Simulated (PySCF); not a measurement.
SMILES [SiH3]B(Cl)Cl, BCl2H3Si

Geometry:
```csv
atom,x (Å),y (Å),z (Å)
B1,0.554,0.968,0.012
Cl2,2.277,1.024,0.034
Cl3,-0.259,2.485,-0.036
Si4,-0.439,-0.762,0.008
H5,-1.760,-0.649,0.631
H6,0.288,-1.822,0.711
H7,-0.660,-1.243,-1.360
```

The calculation used GIAO PBE0/def2-SVP magnetisability, rotational g tensor and spin-rotation constants, non-relativistic, gas phase in PySCF 2.14.0. Geometry: GFN2-xTB.

Task: Give the nuclear spin-rotation constants along the inertial axes (H = +C I·J) beside the isotropic shieldings.

Result: Rotational constants 3.2509, 2.6408, 1.4808 GHz. A star marks the isotopologue with that one atom substituted, in its own axes.
```csv
atom,isotope,Caa (kHz),Cbb (kHz),Ccc (kHz),mean (kHz),σ (ppm)
B1,11B,1.093,1.235,0.238,0.855,36.2
Cl2,35Cl,1.322,1.163,0.173,0.886,604.2
Cl3,35Cl,1.317,1.168,0.173,0.886,604.1
H5,1H,-0.236,-0.041,-0.107,-0.128,28.3
H6,1H,-0.235,-0.047,-0.104,-0.129,28.3
H7,1H,-0.242,-0.277,0.030,-0.163,28.1
Si4,29Si*,-1.362,-1.114,-0.698,-1.058,508.7
```
For the geometry as given, no vibrational averaging.
